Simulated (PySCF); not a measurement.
LaH: one state, many levels of theory

State: triplet, about 0.0 electrons in the 4f shell (Mulliken). Set-up: PySCF, spin-free X2C with a Gaussian nucleus, basis sets La x2c-TZVPall, H x2c-TZVPall. De refers to La (5d1 6s2) + H in their high-spin ground configurations, without counterpoise correction. The functionals are run spin-unrestricted. A positive dipole means La(−)H(+).

```json
{"Level": "UHF", "Re (Å)": "2.137", "ωe (cm⁻¹)": "1332", "De (eV)": "n/a", "μ (D)": "-3.62"}
{"Level": "UHF-MP2", "Re (Å)": "2.082", "ωe (cm⁻¹)": "1447", "De (eV)": "n/a", "μ (D)": "n/a"}
{"Level": "UHF-SCS-MP2", "Re (Å)": "2.089", "ωe (cm⁻¹)": "1430", "De (eV)": "n/a", "μ (D)": "n/a"}
{"Level": "UHF-CCSD", "Re (Å)": "2.095", "ωe (cm⁻¹)": "1408", "De (eV)": "2.45", "μ (D)": "n/a"}
{"Level": "UHF-CCSD(T)", "Re (Å)": "2.094", "ωe (cm⁻¹)": "1405", "De (eV)": "2.38", "μ (D)": "n/a"}
{"Level": "PBE", "Re (Å)": "2.075", "ωe (cm⁻¹)": "1364", "De (eV)": "2.76", "μ (D)": "-3.27"}
{"Level": "PW91", "Re (Å)": "2.074", "ωe (cm⁻¹)": "1369", "De (eV)": "2.78", "μ (D)": "-3.29"}
{"Level": "r²SCAN", "Re (Å)": "2.079", "ωe (cm⁻¹)": "1376", "De (eV)": "2.81", "μ (D)": "-3.60"}
{"Level": "PBE0", "Re (Å)": "2.073", "ωe (cm⁻¹)": "1386", "De (eV)": "2.76", "μ (D)": "-3.49"}
{"Level": "r²SCAN0", "Re (Å)": "2.078", "ωe (cm⁻¹)": "1389", "De (eV)": "2.77", "μ (D)": "-3.67"}
```

The bond length runs from 2.073 Å (PBE0) to 2.137 Å (UHF). De spans 2.38 eV (UHF-CCSD(T), coupled cluster) to 2.81 eV (r²SCAN, meta-GGA).

Correlated steps freeze 18 core orbitals. Spin–orbit coupling is left out, which matters for elements this heavy, above all for dissociation energies. With d or f electrons several states lie close, and the lowest PBE0 determinant need not be the measured ground state.

The whole job (state search and all levels along the bond) took about 10 min on 2 threads of Arm Neoverse V1 (shared host), peak memory 2.4 GiB.
